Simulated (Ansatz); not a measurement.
C4H12BeSSi, singlet, geometry from GFN2-xTB (such geometries of metal compounds can be far from the true shape), with bond 17-10 at 2.4 times its length; SC-NEVPT2/STO-3G, CASSCF(6,5) (Ansatz, an electronic-structure program).

The Ansatz input:
Ansatz 0.2 input:
```yaml
crystal:
  periodic: [false, false, false]
  atoms:
    - {symbol: Be, position_ang: [-0.02190835, -0.23606865, 0.76035762]}
    - {symbol: S, position_ang: [-0.02467534, -0.54179464, 2.64105809]}
    - {symbol: C, position_ang: [-0.49914298, -2.22038078, 3.19189921]}
    - {symbol: H, position_ang: [-1.50759398, -2.44250066, 2.86016532]}
    - {symbol: H, position_ang: [-0.45583168, -2.20943853, 4.27666681]}
    - {symbol: H, position_ang: [0.20364387, -2.94606703, 2.79704364]}
    - {symbol: Si, position_ang: [0.09788068, 0.53676476, -1.29671733]}
    - {symbol: C, position_ang: [-1.13149272, -0.25003157, -2.54358941]}
    - {symbol: C, position_ang: [1.80577856, 0.32755098, -2.14752669]}
    - {symbol: C, position_ang: [-0.25348501, 2.42012243, -1.40722575]}
    - {symbol: H, position_ang: [-1.03606578, 0.18397147, -3.53493845]}
    - {symbol: H, position_ang: [-0.96456671, -1.31883042, -2.63936284]}
    - {symbol: H, position_ang: [-2.16006281, -0.11015608, -2.22491926]}
    - {symbol: H, position_ang: [2.07299798, -0.72065148, -2.24246512]}
    - {symbol: H, position_ang: [2.59140617, 0.81168452, -1.57531594]}
    - {symbol: H, position_ang: [1.81651830, 0.75804242, -3.14511509]}
    - {symbol: H, position_ang: [1.42760735, 3.77413451, 0.05286931]}
    - {symbol: H, position_ang: [-1.25243733, 2.65511815, -1.05268592]}
    - {symbol: H, position_ang: [-0.17281584, 2.78924920, -2.42588178]}
basis:
  gaussian:
    orbitals: STO-3G
magnetization: {spin_polarized: false}
correlation: {method: sc_nevpt2, electrons: all, active_space: {window: {electrons: 6, orbitals: 5}}}
```

Output, abridged:

```
Functional definition: HF
701 factors; integrals over basis functions are off by at most 2.7e-4 eV
mean field evaluation 1: about -23112.2763 eV, gradient 2.8e1 eV
mean field evaluation 2: about -23113.2660 eV, gradient 2.8e1 eV
mean field evaluation 4: about -23118.5312 eV, gradient 5.2e0 eV
mean field evaluation 8: about -23118.6732 eV, gradient 3.5e-1 eV
mean field evaluation 16: about -23118.6744 eV, gradient 2.9e-6 eV
mean field -23118.67443752 eV, -849.5956151783 hartree, gradient 2.9e-6 eV, S^2 0.000000; 0 other end points of the search recorded, 0 dependent functions left out; unrestricted orbitals would lower it
reference -23118.67443752 eV, -849.5956151783 hartree; 35, 35 occupied and 20, 20 virtual orbitals, 701 factors
state -23123.95609801 eV, -849.7897126213 hartree
state -23123.95609801 eV, -849.7897126213 hartree; corrected -23131.38723108 eV, -850.0628017249 hartree
Total energy: -23131.38723108 eV, -850.0628017249 hartree
```
